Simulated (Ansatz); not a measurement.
A made-up structure of ZnSiH$_{3}$, doublet:

```xyz
5
angstrom
Si 0.5558 1.2879 -0.1083
Zn -0.2637 -0.9009 -0.1512
H -1.7539 -1.1787 -0.3585
H 0.3035 -1.9683 0.7867
H 1.0858 2.6048 -0.1462
```

It is relaxed with PBE-D4/def2-SVP and then PBE0-D4/def2-TZVP (Ansatz 0.2.0). Atoms count as bonded within 1.22 times the sum of their covalent radii (H–H: 0.88 Å). The end point is not checked to be a true minimum.

Question: Does its bonding change? (Judge from chemistry; the calculation decides.)

Answer: Computed: Yes. Formed: Si1–H4; broken: Zn2–H4.

Where it ends: The first stage lowers the energy by 2.56 eV in 25 steps. It ends as ZnSiH₃ ([SiH2][ZnH]):
Si1  (0.665, 0.467, 0.445)
Zn2  (-1.221, -0.662, -0.351)
H3  (-2.510, -1.386, -0.814)
H4  (1.844, -0.283, 0.961)
H5  (1.149, 1.709, -0.219)
(Å)

Labels in which every atom is bracketed show which atoms are joined, not bond orders.

For scale, one of the runs: PBE0-D4/def2-TZVP relaxation, 103 basis functions, launched by `ansatz run in.yaml --threads 2 --pin off --events-out ev --progress --plain --max-ram 4352MiB`. The run took about 17 s on 2 CPU threads of an Arm Neoverse V2 (shared host).
